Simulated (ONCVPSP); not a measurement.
molybdenum, ONCV: configuration errors across variants

ONCVPSP 4.0.1 input, shortened (lines: element, Z, core and valence counts, functional; n l f; lmax; l rc ep ncon nbas qcut; lloc lpopt rc5 dvloc0; l nproj debl; icmod fcfact rcfact), PBEsol, scalar-relativistic:

```
  Mo 42.00    8    2  -116133      upf
    1    0    2.00
    2    0    2.00
    2    1    6.00
    3    0    2.00
    3    1    6.00
    3    2   10.00
    4    0    2.00
    4    1    6.00
    4    2    5.00
    5    0    1.00
    2
    0    3.15    0.00    4    7    2.50
    1    3.40    0.04    4    8    2.60
    2    2.35    0.00    5   10    6.50
    4    5    2.00    1.00
    0    2    1.90
    1    1    2.50
    2    1    2.90
    3    5.25    1.40
```

In the p channel the program set the typed energies aside and used 0.050 Ha.

All-electron excitation energies from the reference (eV): (1) 4d5 5s0 6.905; (2) 4d4 5s0 22.360; (3) 4d3 5s0 49.085.

A true bound ghost makes a file unfit for plane-wave use even where its test errors are small: the radial tests pick states by their node count and pass the ghost by.

Errors AE − PS in meV (a dash: test not solved or not reliable):

```tsv
change	(1)	(2)	(3)	bound ghosts	GHOST(+) flags above zero
base	-23	-122	-544	none	s, p
s: qcut 1.4	-15	-152	-634	none	s, p
core correction Teter function, fcfact 5.25, rcfact 1.54	-60	-263	-838	none	s, p
core correction Teter function, fcfact 5.7, rcfact 1.4	-25	-131	-571	none	s, p
p: nbas 7	-23	-122	-544	none	s, p
s: nproj 1	–	–	–	s	p
local potential polynomial inside 1.80 bohr (lpopt 4, dvloc0 2 Ha)	-23	-120	-536	none	s
```

(1) Give the same row for: core correction Teter function fitted to the true core (icmod 2), fcfact 0.25.

Answers

(1) -9.0, -46, -340; bound ghosts: none; GHOST(+) flags above zero: s, p.
